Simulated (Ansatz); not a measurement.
C2H8BFSe. The species carries charge 0 and has multiplicity 1. The bonds changed during the relaxation, so this is another structure than the one it started from.

Cartesian coordinates in Å:
```
C 0.777 0.579 1.380
B 0.385 -0.497 0.313
C 0.962 -0.567 -1.140
F -0.390 -1.514 0.720
Se -2.449 1.091 -0.583
H 0.925 1.569 0.944
H 1.738 0.286 1.824
H 0.057 0.647 2.198
H 1.080 0.420 -1.591
H 0.369 -1.201 -1.802
H 1.967 -1.007 -1.089
H -2.565 0.063 -1.622
H -2.857 0.132 0.449
```

(1) List the harmonic frequencies (cm⁻¹, unscaled) at PBE0-D4/def2-TZVP in Ansatz. (Best estimate.)

## Answers

(1) The calculation gave: 25i, 47, 59, 71, 72, 108, 137, 161, 303, 387, 403, 692, 719, 821, 897, 950, 1060, 1174, 1282, 1344, 1350, 1437, 1450, 1458, 1470, 2459, 2471, 3031, 3034, 3105, 3108, 3145, 3147.
